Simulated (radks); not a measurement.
Results of a calculation; reference values are marked as such.
Neutral erbium inside a hard spherical wall (all orbitals vanish at R), configuration held at [Xe] 4f12 6s2 and not refilled when levels cross. Code: a radial shooting solver on a logarithmic mesh with Libxc functionals. Model: scalar-relativistic Kohn-Sham, LDA (Slater exchange, Perdew-Wang correlation), spin-polarised, spherical densities, finite nucleus; open shells are filled with parallel spins first (spin-orbit coupling, left out, can overturn this in heavy ions); Fermi nuclear charge, rms radius 5.2516 fm. Eigenvalues in eV for spin up, with the zero of energy where the potential of the charges vanishes at infinity; a dash marks a level that is unbound or too diffuse for the functional's potential to be trusted. A positive occupied level is held by the wall or, in an anion where self-interaction has pushed it up, behind a barrier. The pressure on the wall is -dE/dV.

| R (bohr) | E (hartree) | kinetic (hartree) | e(5s) | e(5p) | e(4f) | e(6s) | e(6p, empty) | e(5d, empty) | pressure (GPa) |
|---|---|---|---|---|---|---|---|---|---|
| free | -13076.8074 | 14171.024 | -52.401 | -26.816 | -4.045 | -4.012 | -1.193 | -1.137 | 0 |
| 20 | -13076.8074 | 14171.024 | -52.401 | -26.816 | -4.045 | -4.012 | -1.192 | -1.137 | < 0.0001 |
| 15 | -13076.8074 | 14171.024 | -52.399 | -26.815 | -4.044 | -4.011 | -1.179 | -1.134 | 0.000118 |
| 12 | -13076.8071 | 14171.027 | -52.376 | -26.792 | -4.021 | -3.993 | -1.103 | -1.105 | 0.00424 |
| 10 | -13076.8055 | 14171.042 | -52.268 | -26.685 | -3.915 | -3.906 | -0.870 | -0.991 | 0.0455 |
| 8 | -13076.7935 | 14171.122 | -51.818 | -26.243 | -3.474 | -3.491 | -0.029 | -0.535 | 0.490 |
| 7 | -13076.7711 | 14171.241 | -51.271 | -25.708 | -2.933 | -2.896 | 1.039 | 0.033 | 1.66 |
| 5 | -13076.5486 | 14172.157 | -48.579 | -23.136 | -0.188 | 1.389 | 7.855 | 3.173 | 25.1 |
| 3 | -13073.7376 | 14182.767 | -35.793 | -10.435 | 14.646 | 37.599 | 55.512 | 21.562 | 1250 |
| 2.5 | -13069.6595 | 14197.396 | -23.972 | 2.747 | 28.769 | 78.295 | 103.46 | 40.107 | 4890 |
